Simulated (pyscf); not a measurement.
Single points on ωB97X-D3(BJ)/def2-SVP structures (PySCF, gas phase).

Q: For F–GeH(F)–Ge(F)(F)–F -> F–GeH(F)–F + F–Ge:–F [singlet], a 1,1-elimination (singlet surface; Ge–Ge, F–Ge broken, F–Ge formed), PBE/def2-TZVP gives ΔE‡ = 0.87 eV and ΔE = +0.28 eV (zero: the reactant's lowest minimum found). In which direction and how far do r²SCAN/def2-TZVP, PBE0-D3(BJ)/def2-TZVP, ωB97M-D3(BJ)/def2-TZVP move these?

A: r²SCAN: ΔE‡ = 1.03 eV, ΔE = +0.48 eV; PBE0-D3(BJ): ΔE‡ = 1.12 eV, ΔE = +0.48 eV; ωB97M-D3(BJ): ΔE‡ = 1.05 eV, ΔE = +0.20 eV. PBE's barrier lies under all of them, by 0.16 to 0.25 eV. Its reaction energy lies among theirs. On the product side the descent ends in a complex (not fully relaxed), 0.19 eV under the separated species and 0.79 eV under the saddle at ωB97X-D3(BJ)/def2-TZVP. At ωB97X-D3(BJ)/def2-TZVP the barrier from the zero used here is 1.21 eV. One saddle was located; it need not be the lowest between these sides. Elements up to Kr have no core potential and no relativistic terms here.
